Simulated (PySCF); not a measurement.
C5H9F, SMILES C1C([C@@H](F)C)C1.

Geometry optimised at B3LYP-D3(BJ)/def2-SVP. The structure was generated by enumeration; whether it is a known compound was not checked. Other conformers were not sampled.

Vertical ionisation energy (IE) and electron affinity (EA) in eV. Rows of orbital energies are one-electron estimates. Where ΔSCF, EOM or ADC give a negative EA the extra electron is unbound and the value depends on the basis.

| level | IE | EA |
|---|---|---|
| −ε(HOMO), −ε(LUMO), HF/def2-TZVP (PySCF) | 11.45 | -3.93 |
| −ε(HOMO), −ε(LUMO), PBE/def2-TZVP (PySCF) | (withheld) | (withheld) |

Task: Fill in the missing entries. (Estimate from the structure and the level; the computed values follow.)

Result: 
- −ε(HOMO), −ε(LUMO), PBE/def2-TZVP (PySCF), IE: 7.06
- −ε(HOMO), −ε(LUMO), PBE/def2-TZVP (PySCF), EA: -0.62
